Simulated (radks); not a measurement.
All-electron atom: Cr3+ in [Ar] 3d2 4f1 (not the ground configuration). Method: non-relativistic Kohn-Sham, PBEsol, spin-polarised, spherical densities, point nucleus; open shells are filled with parallel spins first; computed with a radial shooting solver on a logarithmic mesh with Libxc functionals. Some entries of the table are withheld. Estimate them.

orbital,occ.,eigenvalue (Ry),<r> (bohr),<1/r> (bohr^-1)
1s down,1,-432.2968,0.06424,23.50
1s up,1,-432.2961,0.06424,23.50
2s up,1,-52.44193,0.2964,4.971
2s down,1,-52.35990,0.2961,4.977
2p up,3,-45.18447,0.2613,4.918
2p down,3,-45.12257,0.2609,4.923
3s up,1,-9.19195,0.8826,1.596
3s down,1,-9.00220,0.8842,1.592
3p up,3,-7.13321,0.9188,1.489
3p down,3,-6.94545,0.9215,1.484
3d up,2,-3.83734,1.014,1.244
3d down,0,-3.65160,1.025,1.234
4s up,0,-2.52470,2.306,0.5834
4s down,0,-2.41706,2.275,0.5872
4p up,0,-2.03028,2.604,0.5123
4d up,0,-1.34734,3.367,(1)
4f up,1,-0.88342,4.246,0.2684
5f up,0,(2),7.703,0.1677

Answer. 
(1) 4d up <1/r> (bohr^-1): 0.3900
(2) 5f up eigenvalue (Ry): -0.50101
